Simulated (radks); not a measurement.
Effect of the nuclear size on the manganese ion Mn21+, [He] 2s2. Calculated with a radial shooting solver on a logarithmic mesh with Libxc functionals: Dirac Kohn-Sham, relativistic LDA (MacDonald-Vosko exchange, VWN5 correlation), spin-unpolarised, spherical densities, finite nucleus; Fermi nuclear charge, rms radius 3.7057 fm. The rms radius is varied about that value; shifts are against it.

| rms radius (fm) | total energy shift (eV) | density at nucleus (e/bohr^3) | 1s1/2 shift (meV) | 2s1/2 shift (meV) | 2p1/2 (empty) shift (meV) | 3s1/2 (empty) shift (meV) |
|---|---|---|---|---|---|---|
| 3.1684 | -0.0248 | 1.333e+04 | -10.4 | -1.17 | 0.111 | -0.322 |
| 3.4278 | -0.0133 | 1.329e+04 | -5.56 | -0.626 | 0.059 | -0.173 |
| 3.7057 | 0 | 1.325e+04 | 0.000 | 0.000 | 0.000 | 0.000 |
| 4.0466 | 0.0176 | 1.321e+04 | 7.39 | 0.832 | -0.079 | 0.229 |
| 4.5691 | 0.0476 | 1.314e+04 | 19.9 | 2.24 | -0.212 | 0.619 |

Slopes of the eigenvalues against <r^2> in GHz/fm^2, as finite differences over the two radii next to the reference (eigenvalue slopes, not the field-shift constants of lines): 1s1/2 677, 2s1/2 76.2, 2p1/2 (empty) -7.21, 3s1/2 (empty) 21.0.
